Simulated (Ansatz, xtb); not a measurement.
Ranking isomers of C5H7BO3

3 gas-phase structures of C5H7BO3, from a drawn sample of its isomers (lower ones may exist). Each was relaxed with GFN2-xTB; where two conformers were screened, the lower at r2SCAN-D4/def2-SVP is listed:

A. `Cc1occc1B(O)O`, a singlet
B. `O=C1C=CC[C@@H]1B(O)O`, a singlet
C. `O=C1CCC=C1B(O)O`, a singlet

Task: Estimate their order in r2SCAN-D4/def2-SVP energy at these geometries, lowest first.

Result: Calculated order at r2SCAN-D4/def2-SVP: B (0.0), A (7.1), C (9.3) kcal/mol.

Energies above the lowest of each column, in kcal/mol; the last columns are at B3LYP-D3(BJ)/def2-SVP geometries:

```json
{"structure": "B", "GFN2-xTB": "5.3", "HF/STO-3G": "7.2", "r2SCAN-D4/def2-SVP": "0.0", "B3LYP-D3(BJ)/def2-SVP": "0.0", "CCSD(T)/def2-SVP + ΔMP2/def2-TZVPP": "0.0"}
{"structure": "A", "GFN2-xTB": "0.0", "HF/STO-3G": "0.0", "r2SCAN-D4/def2-SVP": "7.1", "B3LYP-D3(BJ)/def2-SVP": "7.1", "CCSD(T)/def2-SVP + ΔMP2/def2-TZVPP": "6.3"}
{"structure": "C", "GFN2-xTB": "11.3", "HF/STO-3G": "9.4", "r2SCAN-D4/def2-SVP": "9.3", "B3LYP-D3(BJ)/def2-SVP": "8.2", "CCSD(T)/def2-SVP + ΔMP2/def2-TZVPP": "6.6"}
```

CCSD(T)/def2-SVP + ΔMP2/def2-TZVPP puts B lowest; GFN2-xTB picks A, HF/STO-3G picks A. Flexible structures stand in one conformer each, not always the lowest. C keeps a small imaginary mode. ΔMP2 is the change of the MP2 energy from the smaller to the larger basis.

Programs: Ansatz 0.2.0, xtb 6.7.1.
